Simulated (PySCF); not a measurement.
Calculation: PySCF 2.14.0 with PBE-D3(BJ)/def2-TZVP // B3LYP-D3(BJ)/def2-TZVP. Gas-phase values, no solvent. 

Reference species (SMILES): `C1OC=1` (neutral, multiplicity 1).

```
Item             Result
-------------  --------
dipole moment    2.30 D
LUMO           -1.45 eV
HOMO–LUMO gap   2.90 eV
```

Changed species: `OC#C`.

Question: What does the change do to the dipole moment, LUMO and HOMO–LUMO gap?

Answer: the dipole moment falls by 0.53 D, to 1.77 D; the LUMO goes up by 0.89 eV, to -0.56 eV; the HOMO–LUMO gap rises by 2.52 eV, to 5.42 eV.
